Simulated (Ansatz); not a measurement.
A nudged elastic band was laid between two geometries of H2 + H3InO3 (9 atoms, charge 0, multiplicity 1).

Theory: RKS B3LYP-D4/def2-SVP in Ansatz 0.2.0.

```
movable images  : 7
climbing image  : yes
spring          : 5.0 eV/Å²
optimiser       : quadratic models (default)
start path      : through a guess of the saddle point
force threshold : 0.03 eV/Å
iteration limit : 60
end points      : relaxed
```

Image 0:

```xyz
9
Properties=species:S:1:pos:R:3
In 0.061 -0.464 0.171
O -0.066 -0.347 2.171
H -0.984 -0.281 2.471
O 1.885 -0.544 -0.631
H 1.829 -0.595 -1.596
O -1.499 -0.517 -1.096
H -2.352 -0.559 -0.640
H 0.095 2.616 1.012
H 0.075 2.060 1.536
```

Image 8:

```xyz
9
Properties=species:S:1:pos:R:3
In 0.245 0.867 -0.189
O -0.095 0.026 2.007
H -0.927 -0.295 1.548
O 1.695 -0.257 -1.011
H 1.538 -1.205 -0.902
O -1.569 -0.135 -0.028
H -1.756 -0.837 -0.665
H 0.284 2.571 -0.070
H -0.372 0.634 2.707
```

(1) What changes between the two ends?

(2) What energy profile does the band end with?

(3) What is the geometry of the highest image?

Answers

(1) Bonds broken: H8–H9. Bonds formed: In1–H8, O2–H9. H2 + H3InO3 becomes H5InO3.

(2) The run converged. The highest image is number 5 of 0 to 8, 14.7 kcal/mol above the first end and 36.9 kcal/mol above the last; the last end lies 22.2 kcal/mol below the first. The profile has 2 maxima (images 1, 5) with wells between them (image 4): this band takes more than one step, which may be the mechanism or a detour left from its start path. A structure lower than the first end lies on the path between it and the top, so the climb from that side starts below the end, which may itself be a saddle point or a shallow side well. Neighbouring images differ by up to 1.3 eV, so the band resolves the path poorly. A vibrational analysis at the climbing image gives one clearly imaginary mode, 1236i cm⁻¹: a first-order saddle point. The orbitals stay closed-shell, which can raise the energy where a bond breaks towards radicals; this wasn't checked here.

```
image  path coordinate (Å)  energy (kcal/mol)  H8–H9 (Å)  In1–H8 (Å)  O2–H9 (Å)
    0                 0.00                0.0       0.76        3.19       2.49
    1                 0.93                1.3       0.76        2.77       2.70
    2                 1.87                1.0       0.76        2.84       2.68
    3                 2.80                0.5       0.76        2.81       2.71
    4                 3.74               -1.2       0.77        2.82       2.24
    5                 4.67               14.7       0.99        2.11       1.32
    6                 5.95              -15.7       2.38        1.74       0.97
    7                 7.24              -21.9       3.18        1.72       0.97
    8                 8.52              -22.2       3.45        1.71       0.97
```

(3) 
```xyz
9
Properties=species:S:1:pos:R:3
In -0.121 0.025 -0.035
O 0.080 0.088 2.106
H -0.685 -0.162 2.648
O 1.437 -0.634 -1.103
H 2.270 -0.496 -0.630
O -2.037 -0.195 -0.560
H -2.123 -0.496 -1.476
H 0.135 1.924 0.837
H 0.087 1.316 1.612
```

Run time: 6.7 min on 2 threads of Arm Neoverse V1 (shared host), peak memory 0.2 GiB.
